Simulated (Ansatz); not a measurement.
`[O]=[W]([F])(=[S])[Cl]` and `[O]=[W]([F])([F])=[S]` differ in one atom or group.

Ansatz, PBE0-D4/def2-TZVP geometries, multiplicity 1. 

Elements past krypton have def2 core potentials.

```json
{"property": "LUMO energy (B3LYP/def2-TZVPP) / eV", "`[O]=[W]([F])(=[S])[Cl]`": "-3.44"}
{"property": "size of the dipole moment (B3LYP/def2-TZVPP) / D", "`[O]=[W]([F])(=[S])[Cl]`": "1.40"}
{"property": "size of the dipole moment (ωB97M-V/def2-TZVPP) / D", "`[O]=[W]([F])(=[S])[Cl]`": "1.38"}
{"property": "HOMO–LUMO gap (ωB97M-V/def2-TZVPP) / eV", "`[O]=[W]([F])(=[S])[Cl]`": "9.19"}
{"property": "zero-point energy (PBE0-D4/def2-TZVP) / kJ/mol", "`[O]=[W]([F])(=[S])[Cl]`": "22.6"}
{"property": "HOMO energy (B3LYP/def2-TZVPP) / eV", "`[O]=[W]([F])(=[S])[Cl]`": "-8.03"}
```

(1) Give the same properties after the change, and the shifts. (An estimate is asked.)

Results:

(1) The calculation gave: 
```tsv
property	`[O]=[W]([F])([F])=[S]`	shift
LUMO energy (B3LYP/def2-TZVPP) / eV	-3.20	0.24
size of the dipole moment (B3LYP/def2-TZVPP) / D	1.20	-0.20
size of the dipole moment (ωB97M-V/def2-TZVPP) / D	1.26	-0.12
HOMO–LUMO gap (ωB97M-V/def2-TZVPP) / eV	9.58	0.39
zero-point energy (PBE0-D4/def2-TZVP) / kJ/mol	25.1	2.5
HOMO energy (B3LYP/def2-TZVPP) / eV	-8.09	-0.06
```

With PBE0 the HOMO falls by 0.05 eV and the LUMO rises by 0.27 eV, so the gap widens by about 0.32 eV. PBE moves the HOMO by -0.04 eV and ωB97M-V by -0.04 eV. Dipoles are sizes alone; their direction can turn.

B3LYP here is the variant with VWN-RPA as its local correlation; programs differ in this.
